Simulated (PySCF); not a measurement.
Two species compared at the same levels of theory.

First species: C₃H₁₂NPSi₂.
Bonds: Si1–N2, N2–Si3, N2–P4, P4–C5, C5–C6, C6–C7, P4–C7. Hydrogens: H8, H9, H10 on Si1; H11, H12, H13 on Si3; H14, H15 on C5; H16, H17 on C6; H18, H19 on C7.

Second species: CH₈N₂SSi₂.
InChI=1S/CH8N2SSi2/c1-4-6-2-5-3-6/h2-3,6H,5H2,1H3

Levels: CAM-B3LYP/def2-SVPD for dipole moment, HOMO energy, LUMO energy, HOMO–LUMO gap, static isotropic polarisability and electronic spatial extent ⟨r²⟩ about the centre of nuclear charge; TDDFT CAM-B3LYP/def2-SVPD for lowest singlet excitation; TDA CAM-B3LYP/def2-SVPD for lowest triplet excitation (Tamm–Dancoff); GFN2-xTB for rotational constant A and rotational constant C. Geometries: GFN2-xTB. All species are isolated and taken at one optimised geometry, non-relativistic unless stated; the electronic structure was computed with PySCF and density fitting.

The conformers computed, where there is a choice (atom-mapped SMILES and torsion angles):
- `[SiH3:1][N:2]([SiH3:3])[P:4]1[CH2:5][CH2:6][CH2:7]1`: Si1–N2–P4–C5 -137°
- `[CH3:1][S:2][SiH:3]1[NH:4][SiH2:5][NH:6]1`: C1–S2–Si3–N4 46°

```csv
property,column X,column Y
dipole moment,1.04 D,1.88 D
HOMO energy,-7.21 eV,-8.08 eV
LUMO energy,0.80 eV,0.60 eV
HOMO–LUMO gap,8.01 eV,8.68 eV
lowest singlet excitation,4.90 eV,5.77 eV
lowest triplet excitation (Tamm–Dancoff),4.27 eV,5.42 eV
static isotropic polarisability,115.2 au,93.9 au
electronic spatial extent ⟨r²⟩ about the centre of nuclear charge,1471 bohr²,1107 bohr²
rotational constant A,2.116 GHz,3.817 GHz
rotational constant C,0.855 GHz,1.153 GHz
```

**Question.** Which column belongs to which species?

**Answer.** Column X is the first species and column Y the second. The first has 19 atoms and 80 electrons, the second 14 and 72.

**Question.** How does each property change from the first species to the second?

**Answer.** dipole moment +0.84 D; HOMO energy -0.87 eV; LUMO energy -0.20 eV; HOMO–LUMO gap +0.67 eV; lowest singlet excitation +0.87 eV; lowest triplet excitation (Tamm–Dancoff) +1.15 eV; static isotropic polarisability -21.3 au; electronic spatial extent ⟨r²⟩ about the centre of nuclear charge -364 bohr²; rotational constant A +1.701 GHz; rotational constant C +0.298 GHz.

On the first: The dipole equals about 3.5 × 10⁻³⁰ C·m (1 D = 3.33564 × 10⁻³⁰ C·m). The 8 singlets span 4.90 to 6.82 eV, and their oscillator strengths add up to 0.12.

On the second: The 8 singlets span 5.77 to 7.11 eV, and their oscillator strengths add up to 0.16.
